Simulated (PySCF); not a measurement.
Radial density of Mg (magnesium, neutral)

TPSS, [Ne] 3s2, closed-shell 1S. All numbers are calculated (PySCF 2.14, scalar relativity by spin-free X2C-1e, in x2c-TZVPall).

| r (bohr) | 4πr²ρ (e/bohr) |
| --- | --- |
| 0.00244 | 0.08425 |
| 0.00410 | 0.2267 |
| 0.00689 | 0.5842 |
| 0.0116 | 1.453 |
| 0.0195 | 3.355 |
| 0.0328 | 6.852 |
| 0.0552 | 11.32 |
| 0.0928 | 13.30 |
| 0.156 | 9.797 |
| 0.263 | 7.468 |
| 0.442 | 10.83 |
| 0.743 | 8.342 |
| 1.25 | 2.107 |
| 2.10 | 0.7320 |
| 3.53 | 0.5261 |
| 5.94 | 0.07204 |
| 10.00 | 0.0008899 |

Densities and radii are taken from the X2C orbitals without a picture-change correction, which distorts them close to the nucleus.
